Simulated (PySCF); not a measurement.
Input file for PySCF: R-MP2/6-31G* on H4OSi (SMILES O[SiH3]), a point of a bond scan (R = 1.653 Å).

```python
from pyscf import gto, scf, dft, mp
from pyscf.data.elements import chemcore

mol = gto.M(
    atom='''
    O     1.03867113   -0.33474303   -0.25623785
    Si   -0.50881883    0.12973854    0.09205040
    H     1.76206809    0.09105221    0.20942489
    H    -0.84295262   -0.10662565    1.51863737
    H    -1.37924119   -0.69223322   -0.77093301
    H    -0.72577971    1.56941136   -0.19593207
    ''',
    basis='6-31g*',
    cart=True,
    charge=0, spin=0, verbose=3, max_memory=1800)
mf = scf.RHF(mol)
mf.conv_tol = 1e-8
mf.max_cycle = 100
mf.kernel()
if not mf.converged:
    mf = mf.newton().run(mf.mo_coeff, mf.mo_occ)
pt = mp.MP2(mf, frozen=chemcore(mol)).run()
```

The log:

```
converged SCF energy = -366.130089520354
E(RMP2) = -366.390124771293  E_corr = -0.260035250938612
E(SCS-RMP2) = -366.389673754515  E_corr = -0.259584234161248
```

The run converged.

Cost: around 0.8 core-seconds (rough).
